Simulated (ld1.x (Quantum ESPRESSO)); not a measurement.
## Which change was made? (Te, TM)

tellurium, norm-conserving Troullier–Martins (Kleinman–Bylander form), made with ld1.x (Quantum ESPRESSO) 7.5 (PBE, scalar-relativistic). Core [Kr], reference 4d10 5s2 5p4. Waves: 5s (bound): rc 1.60 bohr; 5p (bound): rc 1.60 bohr; 4d (bound): rc 1.30 bohr; 4f channel at 0.25 Ry: rc 1.35 bohr. Local part: the f channel. Core correction: a·sin(br)/r model core inside 0.85 bohr.

Cutoffs, loose and tight: the cutoffs (Ry, on a coarse ladder) from which the occupation-weighted sum of valence levels, in a spherical-Bessel basis at the reference potential, stays within 10 and 1 mRy of its value at 400 Ry. They do not see the model core or the augmentation charge, which bear on the density cutoff. Test errors are all-electron minus pseudo excitation energies from the reference, over the configurations 4d10 5s2 5p3; 4d10 5s2 5p2; 4d10 5s2 5p1; 4d10 5s1 5p5; 4d10 5s1 5p4; 4d9 5s2 5p4; 4d10 5s0 5p6; variants that change the core or the reference have their own tests. The largest error is taken over the tests solved by every variant that gives reliable tests at all, those not shown here included: 4d10 5s0 5p6; 4d10 5s1 5p4; 4d10 5s1 5p5; 4d10 5s2 5p1; 4d10 5s2 5p2; 4d10 5s2 5p3.

The base gives: outcome: generated; cutoff, loose: 110 Ry; cutoff, tight: 180 Ry; bound ghosts: s, p; largest test error (meV): +32.

Question: After one change the result is: outcome: generated; cutoff, loose: 180 Ry; cutoff, tight: 300 Ry; bound ghosts: s, p; largest test error (meV): -82. Which change was it?
A. all radii but the core radius scaled by about 0.75 (s 1.20, p 1.20, d 0.96, f 1.00 bohr)
B. all radii but the core radius scaled by about 1.24 (s 1.98, p 1.98, d 1.62, f 1.68 bohr)
C. all radii but the core radius scaled by about 0.85 (s 1.36, p 1.36, d 1.10, f 1.14 bohr)

Answer: C. The others give: all radii but the core radius scaled by about 1.24 (s 1.98, p 1.98, d 1.62, f 1.68 bohr) → outcome: generated; cutoff, loose: 90 Ry; cutoff, tight: 140 Ry; bound ghosts: s, p; largest test error (meV): -13 | all radii but the core radius scaled by about 0.75 (s 1.20, p 1.20, d 0.96, f 1.00 bohr) → outcome: generated; bound ghosts: p, s; largest test error (meV): -93.
